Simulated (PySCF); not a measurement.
C₆H₁₈Si₂, charge +1, doublet, at a GFN2-xTB geometry (a state made from the parent by changing its charge; the spin is typed, not shown lowest); PySCF with R2SCAN/STO-3G.

Input for PySCF:
```python
from pyscf import gto, scf, dft

mol = gto.Mole()
mol.atom = '''
    C    -1.736941   -0.746925   -1.728293
    Si   -1.335396   -0.221576    0.048993
    C    -2.007896    1.472620    0.571856
    C    -1.465577   -1.590521    1.354738
    Si    1.325913    0.219939   -0.063717
    C     1.724614    0.752453    1.712042
    C     1.458625    1.583378   -1.374980
    C     1.999159   -1.476355   -0.578761
    H    -1.206052   -1.648574   -2.020118
    H    -1.500450    0.029944   -2.449780
    H    -2.799963   -0.957235   -1.821548
    H    -3.091349    1.431051    0.657636
    H    -1.622743    1.787370    1.537557
    H    -1.774182    2.248551   -0.151568
    H    -2.507301   -1.868362    1.498096
    H    -0.932346   -2.490281    1.061294
    H    -1.083410   -1.274116    2.321098
    H     2.788668    0.956344    1.808124
    H     1.198472    1.659188    1.996667
    H     1.480320   -0.018690    2.437045
    H     1.079291    1.262600   -2.340995
    H     0.923998    2.484053   -1.087014
    H     2.500576    1.861349   -1.516721
    H     1.613182   -1.796357   -1.542409
    H     1.766868   -2.248765    0.148862
    H     3.082481   -1.434371   -0.666035
'''
mol.basis = 'sto-3g'
mol.charge = 1
mol.spin = 1
mol.verbose = 4
mol.build()

mf = dft.UKS(mol)
mf.xc = 'r2scan'
mf.kernel()
mf.analyze()
```

Problem. What does PySCF print? Leave out banner, timings and long lists.

Solution. 
```
PySCF version 2.14.0

[INPUT] verbose = 4
[INPUT] num. atoms = 26
[INPUT] num. electrons = 81
[INPUT] charge = 1
[INPUT] spin (= nelec alpha-beta = 2S) = 1
[INPUT] symmetry False subgroup None
[INPUT] Mole.unit = angstrom
[INPUT] Symbol           X                Y                Z      unit          X                Y                Z       unit  Magmom
[...]
nuclear repulsion = 558.538840346716
number of shells = 46
number of NR pGTOs = 198
number of NR cGTOs = 66
basis = sto-3g
ecp = {}

******** <class 'pyscf.dft.uks.UKS'> ********
method = UKS
initial guess = minao
damping factor = 0
level_shift factor = 0
DIIS = <class 'pyscf.scf.diis.CDIIS'>
diis_start_cycle = 1
diis_space = 8
diis_damp = 0
SCF conv_tol = 1e-09
SCF conv_tol_grad = None
SCF max_cycles = 50
direct_scf = True
direct_scf_tol = 1e-13
number electrons alpha = 41  beta = 40
XC library pyscf.dft.libxc version 7.1.2
    S. Lehtola, C. Steigemann, M. J. T. Oliveira, and M. A. L. Marques,  SoftwareX 7, 1–5 (2018)
XC functionals = r2scan
    J. W. Furness, A. D. Kaplan, J. Ning, J. P. Perdew, and J. Sun,  J. Phys. Chem. Lett. 11, 8208–8215 (2020)
    J. W. Furness, A. D. Kaplan, J. Ning, J. P. Perdew, and J. Sun,  J. Phys. Chem. Lett. 11, 9248–9248 (2020)
    J. W. Furness, A. D. Kaplan, J. Ning, J. P. Perdew, and J. Sun,  J. Phys. Chem. Lett. 11, 8208–8215 (2020)
    J. W. Furness, A. D. Kaplan, J. Ning, J. P. Perdew, and J. Sun,  J. Phys. Chem. Lett. 11, 9248–9248 (2020)
radial grids:
    Treutler-Ahlrichs [JCP 102, 346 (1995); DOI:10.1063/1.469408] (M4) radial grids

becke partition: Becke, JCP 88, 2547 (1988); DOI:10.1063/1.454033
pruning grids: <function nwchem_prune>
grids dens level: 3
symmetrized grids: False
atomic radii adjust function: <function treutler_atomic_radii_adjust>
small_rho_cutoff = 0
Set gradient conv threshold to 3.16228e-05
tot grids = 299616
init E= -808.273192365847

cycle= 1 E= -808.53160551629  delta_E= -0.258  |g|= 0.358  |ddm|= 4.06
cycle= 2 E= -808.509111024417  delta_E= 0.0225  |g|=  0.4  |ddm|= 1.12
cycle= 3 E= -808.619640855687  delta_E= -0.111  |g|= 0.0105  |ddm|= 0.594
cycle= 4 E= -808.619746709243  delta_E= -0.000106  |g|= 0.00411  |ddm|= 0.0279
cycle= 5 E= -808.619763209354  delta_E= -1.65e-05  |g|= 0.000831  |ddm|= 0.00851
cycle= 6 E= -808.619763983568  delta_E= -7.74e-07  |g|= 0.000246  |ddm|= 0.00208
cycle= 7 E= -808.619764083555  delta_E= -1e-07  |g|= 4.44e-05  |ddm|= 0.000847
[...]
converged SCF energy = -808.619764087299  <S^2> = 0.75096242  2S+1 = 2.0009622
Total Energy =                        -808.619764087299018
[...]
spin density of  11 H =      0.01881
spin density of  12 H =     -0.00036
spin density of  13 H =     -0.00038
spin density of  14 H =      0.01881
spin density of  15 H =     -0.00037
spin density of  16 H =     -0.00038
spin density of  17 H =      0.01882
spin density of  18 H =     -0.00042
spin density of  19 H =     -0.00033
spin density of  20 H =     -0.00038
spin density of  21 H =     -0.00036
spin density of  22 H =      0.01881
spin density of  23 H =     -0.00035
spin density of  24 H =     -0.00040
spin density of  25 H =      0.01880
 ** Mulliken pop alpha/beta on meta-lowdin orthogonal AOs **
 ** Mulliken pop       alpha | beta **
In total            41.00000 | 40.00000
 ** Mulliken atomic charges   ( Nelec_alpha | Nelec_beta ) **
charge of  0C =     -0.28020  (     3.15152      3.12868 )
charge of  1Si =      0.65790  (     6.85971      6.48239 )
charge of  2C =     -0.28019  (     3.15150      3.12869 )
charge of  3C =     -0.28022  (     3.15152      3.12870 )
charge of  4Si =      0.65789  (     6.85973      6.48238 )
charge of  5C =     -0.28022  (     3.15156      3.12866 )
charge of  6C =     -0.28020  (     3.15149      3.12872 )
charge of  7C =     -0.28020  (     3.15150      3.12870 )
charge of  8H =      0.07118  (     0.46422      0.46460 )
charge of  9H =      0.07118  (     0.46423      0.46459 )
charge of  10H =      0.08523  (     0.46679      0.44798 )
charge of  11H =      0.08522  (     0.46679      0.44798 )
charge of  12H =      0.07118  (     0.46423      0.46459 )
charge of  13H =      0.07118  (     0.46422      0.46460 )
charge of  14H =      0.08522  (     0.46679      0.44798 )
charge of  15H =      0.07118  (     0.46423      0.46459 )
charge of  16H =      0.07116  (     0.46423      0.46461 )
charge of  17H =      0.08524  (     0.46679      0.44797 )
charge of  18H =      0.07121  (     0.46418      0.46460 )
charge of  19H =      0.07113  (     0.46427      0.46460 )
charge of  20H =      0.07120  (     0.46421      0.46459 )
charge of  21H =      0.07115  (     0.46424      0.46460 )
charge of  22H =      0.08522  (     0.46679      0.44799 )
charge of  23H =      0.07115  (     0.46425      0.46460 )
charge of  24H =      0.07119  (     0.46421      0.46460 )
charge of  25H =      0.08521  (     0.46680      0.44799 )

WARN: System has nonzero charge 1; the dipole moment is origin-dependent.
Location of origin: [0. 0. 0.]

Dipole moment(X, Y, Z, Debye): -0.02322, -0.00399, -0.03528
```
